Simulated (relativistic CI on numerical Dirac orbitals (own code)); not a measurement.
# Zeeman pattern of Sr I 6791.05 Å at 0.3 T

Problem. The line 5s.5p 3P°_0 – 5s.6s 3S_1 of Sr I lies at 6791.05 Å (air; NIST Handbook). Calculate its Zeeman pattern at B = 0.3 T, seen across the field, in LS coupling, and compare it with the Doppler width at an assumed gas temperature of 1000 K.

Working.
1. Landé factors g = 3/2 + [S(S + 1) − L(L + 1)]/[2J(J + 1)]: lower none (J = 0), upper 2.0000.
2. The unit is μB B/hc = 0.46686 × 0.3 = 0.1401 cm⁻¹, or 64.6 mÅ at this wavelength. A component is shifted by g_u m_u − g_l m_l units. Seen across the field, the strengths for lower J and m are (J + 1)² − m² (π) and ¼(J + m + 1)(J + m + 2) (σ).
3. π components (Δm = 0), symmetric about zero, as shift (strength, strongest of all = 100): 0.000 (100).
4. σ components with Δm = +1, mirrored for −1: 2.000 (50).
5. The centre of the σ group lies at ḡ = 2.000 units, 129.2 mÅ from the line centre.
6. The Doppler width is 7.16 × 10⁻⁷ λ √(T/M) = 16.4 mÅ (FWHM, M = 88), so the sum of Gaussians shows separate peaks away from the centre.

Check. A relativistic CI calculation gives g = none (J = 0) and 2.0022 for the two levels. The nearest fine-structure partner lies 187 cm⁻¹ away, 1334 Zeeman units, so the weak-field formulas hold; hyperfine structure, which matters at weak fields for isotopes with nuclear spin, is neglected.
